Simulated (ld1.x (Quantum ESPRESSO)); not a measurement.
## Mn (Z = 25): from the effect back to the setting (TM semilocal)

Base potential:

- Element: Mn
- Generator: ld1.x (Quantum ESPRESSO) 7.5
- Type: norm-conserving Troullier–Martins (semilocal form)
- Functional: PBE
- Relativity: scalar-relativistic
- Frozen core: [Ar]
- Valence charge: 7
- Reference configuration: 3d5 4s2 4p0
- Partial waves: 4p (bound, empty): rc 3.55 bohr; 3d (bound): rc 1.10 bohr; 4s (bound): rc 2.20 bohr
- Local potential: the s channel
- Core correction: Bessel-smoothed model core inside 0.90 bohr

Cutoffs, loose and tight: the cutoffs (Ry, on a coarse ladder) from which the occupation-weighted sum of valence levels, in a spherical-Bessel basis at the reference potential, stays within 10 and 1 mRy of its value at 400 Ry. They do not see the model core or the augmentation charge, which bear on the density cutoff. Test errors are all-electron minus pseudo excitation energies from the reference, over the configurations 3d5 4s1 4p0; 3d5 4s0 4p0; 3d4 4s0 4p0; 3d5 4s1 4p1; 3d6 4s0 4p0; 3d4 4s2 4p1; 3d5 4s1.5 4p0; variants that change the core or the reference have their own tests.

Only the d radius is moved:

```csv
d radius (bohr),"cutoff, loose","cutoff, tight",bound ghosts,largest test error (meV)
0.7,300 Ry,over 300 Ry,none,-264
0.84,230 Ry,300 Ry,none,-268
0.92,200 Ry,260 Ry,none,-269
1.04,180 Ry,200 Ry,none,-270
1.12,160 Ry,180 Ry,none,-270
1.22,140 Ry,160 Ry,none,-270
1.46,110 Ry,140 Ry,none,-265
1.54,100 Ry,120 Ry,none,-261
1.68,90 Ry,120 Ry,none,-246
```

Task: One more run gave cutoff, loose: 120 Ry; cutoff, tight: 140 Ry; bound ghosts: none; largest test error (meV): -269. Which value of the d radius was used?

Result: 1.34 bohr. The loose cutoff moves one way along this sweep, from 300 Ry at 0.7 to 90 Ry at 1.68 bohr, which places the run between 1.22 and 1.46 bohr.
